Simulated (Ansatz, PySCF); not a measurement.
Reaction R1 → P1 + P2, each structure at its B3LYP-D3(BJ)/def2-SVP stationary point, reached from a drawn start (curvature not checked).
R1, C3H10GeO3 (SMILES C[CH](C)[Ge]([OH])([OH])[OH]) (charge 0, multiplicity 1):
```xyz
17

O      2.3668    -0.9907     0.0777
Ge     1.1215     0.2790    -0.0753
O      1.6978     1.7136     0.8172
O      1.0376     0.7329    -1.8011
C     -0.6179    -0.3301     0.5565
C     -1.6143     0.8343     0.5383
C     -1.0811    -1.5294    -0.2784
H      2.8148    -1.1364    -0.7669
H      2.5875     1.5689     1.1675
H      1.3815     1.6256    -1.9411
H     -0.4507    -0.6533     1.5986
H     -2.5984     0.5116     0.9186
H     -1.7608     1.2104    -0.4874
H     -1.2678     1.6747     1.1595
H     -2.0507    -1.9077     0.0875
H     -0.3554    -2.3562    -0.2353
H     -1.2102    -1.2475    -1.3361
```
P1, GeH3O3 (SMILES [OH][Ge]([OH])[OH]) (charge 0, multiplicity 2):
```xyz
7

O     -1.005    -1.060    -0.795
Ge    -0.215    -0.076     0.480
O     -0.329     1.629    -0.065
O      1.527    -0.500     0.429
H     -1.902    -0.752    -0.992
H      0.250     2.215     0.444
H      1.673    -1.455     0.499
```
P2: C3H7 (SMILES C[CH]C), charge 0, multiplicity 2.

P less R. No zero-point or thermal terms; singlets are restricted closed shells; open shells are unrestricted; no spin–orbit coupling. One arrangement of each flexible species, with no search for the lowest.

Frozen-core correlation throughout. In cc and def2 sets filled d and f shells under p-block atoms count as core.

Codes used: Ansatz (an electronic-structure program); PySCF for the D3/D4 terms. No computed number here is a measurement.

Task: Estimate the reaction energy that B3LYP-D3(BJ)/def2-TZVPP returns for this input.

Result: 73.4 kcal/mol

Task: Give the reaction energy at the level HF/cc-pVDZ.

Result: 58.7 kcal/mol

Task: Estimate the reaction energy that CCSD(T)/cc-pVDZ returns for this input.

Result: 79.6 kcal/mol
